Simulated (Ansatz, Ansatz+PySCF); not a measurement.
```yaml
atoms:
  - { symbol: C, position_ang: [0.0000, 0.0000, -0.8702] }
  - { symbol: O, position_ang: [0.0000, 0.0000, 0.6527] }
```

Basis set: STO-3G (spherical functions). Left uncorrelated: 2 orbitals. Charge 0, multiplicity 1.

Computed with Ansatz (development build ahead of 0.2.0); each method stands on the lowest determinant of its kind that the runs found. Restricted open shells among the atoms or ions are ROHF, correlated in semicanonical orbitals with singles.

The atomization energy at this shape (free ground-state atoms in the same class of orbitals less the molecule, no zero-point energy) of singlet CO:

```csv
method,atomization energy
RHF-CCSD(T),632.7 kJ/mol
UHF-CCSD(T),613.7 kJ/mol
RHF-MP2,632.0 kJ/mol
UHF-MP2,396.6 kJ/mol
RHF,66.6 kJ/mol
UHF,239.2 kJ/mol
```

Q: What does PBE0 (unrestricted) give?

A: 668.7 kJ/mol. Caution: the shape is not the minimum. Caution for PBE0 (unrestricted): the unrestricted determinant is spin contaminated. Caution for RHF-CCSD(T), RHF-MP2, RHF: an unrestricted determinant lies well below. Caution for RHF-CCSD(T), RHF-MP2: large share of triples, a single reference is doubtful. Caution for UHF-CCSD(T), UHF-MP2: a plain start can end on a higher determinant; another reference gives a lower total; large amplitudes, a single reference is doubtful. Caution for UHF-CCSD(T): the program doubts this total. Caution for UHF-CCSD(T), UHF-MP2, UHF: the unrestricted determinant is a mixture of spin states.

This basis has no polarisation functions and is too small for such energies, which can lie far from measured ones in either direction.
